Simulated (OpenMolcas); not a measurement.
**3s2 3p along the 13-electron sequence**

```json
{"Program": "OpenMolcas", "Method": "CASSCF", "Basis": "ANO-R3", "Scalar Hamiltonian": "X2C, finite nucleus", "Spin-orbit coupling": "RASSI with atomic mean-field integrals over the reference wave functions, term energies averaged over their components"}
```

Active space for each ion: 1 electron in 3 orbitals (3p).

Computed levels in cm-1 above 2P* 1/2:

| Level | P2+ | S3+ | Cl4+ | Ar5+ |
| --- | --- | --- | --- | --- |
| 2P* 3/2 | 504 | 870 | 1383 | 2073 |
| weight of 2P* in the lowest level (%) | 100 | 100 | 100 | 100 |

Measured, with the error of the calculation in %. Measured levels: P2+ from Martin, Zalubas and Musgrove, J. Phys. Chem. Ref. Data 14, 751 (1985); S3+ from NIST levels in Podobedova, Kelleher and Wiese, J. Phys. Chem. Ref. Data 38, 171 (2009); Ar5+ from Saloman, J. Phys. Chem. Ref. Data 39, 033101 (2010).

```
  Level         P2+         S3+         Ar5+
2P* 3/2  559 (-9.9)  951 (-8.6)  2208 (-6.1)
```

The fine-structure level 2P* 3/2 changes by a factor of 4.11 from P2+ to Ar5+. Its fourth root runs 4.74, 5.43, 6.10, 6.75, with steps per unit of Z of 0.69, 0.67, 0.65; equal steps would mean a (Z - σ)^4 law with constant σ.

With one active electron the reference holds no correlation, so core polarisation is missing. Measured partners are found by configuration, term and J. A level has none where our copy of the source lacks it or the pairing is in doubt (some pairs that miss far off the trend of their configuration count as doubtful), and it then counts in no deviation. Levels of configurations outside the active space are missing.

* marks odd parity.
